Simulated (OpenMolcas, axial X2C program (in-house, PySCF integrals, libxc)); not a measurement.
One splitting, several methods: ²Π3/2 − ²Π1/2

Computed with an in-house all-electron X2C program for linear molecules (integrals from PySCF): two-component X2C with atomic mean-field Coulomb and Gaunt terms, Dyall basis sets with cores contracted in-house. The CASPT2 rows were computed with OpenMolcas 26.06 (scalar X2C, spin–orbit state interaction with atomic mean-field integrals). Vertical splittings E(Ω = 3/2) − E(Ω = 1/2) of the lowest ²Π state.

Correlated electrons in EOM-CCSD (inner shells frozen, about 90 virtual spinors): SnH⁺ 14, SnBr⁺ 10, SnCl⁺ 10, SnF⁺ 10.

```tsv
molecule	method	R (Å)	splitting (cm⁻¹)
SnH	PBE0 determinants, 2c, cv3z/v3z	1.781	2277
SnBr	PBE0 determinants, 2c, cv3z/cv3z	2.540	2556
SnCl	PBE0 determinants, 2c, cv3z/av3z	2.390	2441
SnF	PBE0 determinants, 2c, cv3z/av3z	1.955	2393
```

The other methods give:

| molecule | method | R (Å) | splitting (cm⁻¹) |
| --- | --- | --- | --- |
| SnH | CAS(5,5), XMS-CASPT2, RASSI (OpenMolcas, ANO-RCC-VTZP) | 1.786 | 1983 |
| SnH | EOM-EA-CCSD from SnH⁺, 2c, acv3z/av3z | 1.780 | 2052 |
| SnBr | CAS(9,7), XMS-CASPT2, RASSI (OpenMolcas, ANO-RCC-VDZP) | 2.546 | 1952 |
| SnBr | EOM-EA-CCSD from SnBr⁺, 2c, acv3z/acv3z | 2.525 | 2228 |
| SnCl | CAS(9,7), XMS-CASPT2, RASSI (OpenMolcas, ANO-RCC-VTZP) | 2.406 | 1879 |
| SnCl | EOM-EA-CCSD from SnCl⁺, 2c, acv3z/av3z | 2.383 | 2178 |
| SnF | CAS(9,7), XMS-CASPT2, RASSI (OpenMolcas, ANO-RCC-VTZP) | 1.988 | 1899 |
| SnF | EOM-EA-CCSD from SnF⁺, 2c, acv3z/av3z | 1.955 | 2078 |

The distances differ by up to 0.03 Å between runs. Collinear functionals lack a current term; state interaction in a small space lacks spinor relaxation, which matters for heavy atoms, and ANO-RCC sets lack diffuse functions for anions; a negative value is an inverted multiplet.

Task: By what ratio do the methods differ, for splittings above 30 cm⁻¹?

Result: SnH: CASPT2 over PBE0 0.87; SnH: EOM-EA-CCSD over PBE0 0.90; SnBr: CASPT2 over PBE0 0.76; SnBr: EOM-EA-CCSD over PBE0 0.87; SnCl: CASPT2 over PBE0 0.77; SnCl: EOM-EA-CCSD over PBE0 0.89; SnF: CASPT2 over PBE0 0.79; SnF: EOM-EA-CCSD over PBE0 0.87.
